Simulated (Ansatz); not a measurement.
Stepwise reaction of `C[SiH](O)[Si](O)(O)O` with hydrogen, as a gas-phase model of exchange steps in deposition or etching. ΔE in kJ/mol.

Isolated molecules relaxed with PBE0-D4/def2-TZVP in Ansatz; ΔE leaves out vibrations. CCSD(T)/CBS is the MP2 limit (def2-TZVPP, def2-QZVPP) plus CCSD(T) − MP2 in def2-TZVPP, frozen cores. This one scheme is used for every species. Functionals use def2-TZVPP. B3LYP here is the variant with VWN-RPA as its local correlation; programs differ in this. Each species was taken in one conformer, which may not be the lowest.

| step | reaction | PBE-D4 | B3LYP-D4 | ωB97M-V | CCSD(T)/CBS |
| --- | --- | --- | --- | --- | --- |
| 1 | `C[SiH](O)[Si](O)(O)O` + H₂ → `C[SiH](O)[SiH](O)O` + H₂O | 98.5 | 104.3 | 104.6 | 100.7 |
| 3 | `C[SiH2][SiH](O)O` + H₂ → `C[SiH2][SiH2]O` + H₂O | 80.6 | 87.6 | 88.0 | 85.2 |

Question: Give the row of step 2, `C[SiH](O)[SiH](O)O` + H₂ → `C[SiH2][SiH](O)O` + H₂O. (Estimate.)

Answer: Ansatz gave: 
```
step                                              reaction  PBE-D4  B3LYP-D4  ωB97M-V  CCSD(T)/CBS
   2  `C[SiH](O)[SiH](O)O` + H₂ → `C[SiH2][SiH](O)O` + H₂O    66.4      72.7     72.5         68.4
```

Question: By hand: ΔE of the 3 steps together at CCSD(T)/CBS.

Answer: (100.7) + (68.4) + (85.2) = 254.3 kJ/mol, or 84.8 kJ/mol a step.

In ΔE step 2 is the lowest and step 1 the highest. All are uphill at CCSD(T)/CBS. PBE-D4 differs from CCSD(T)/CBS by -4.6 to -2.0 kJ/mol a step. Isolated molecules leave out the surface, adducts and barriers. Largest T1 diagnostic: 0.012.
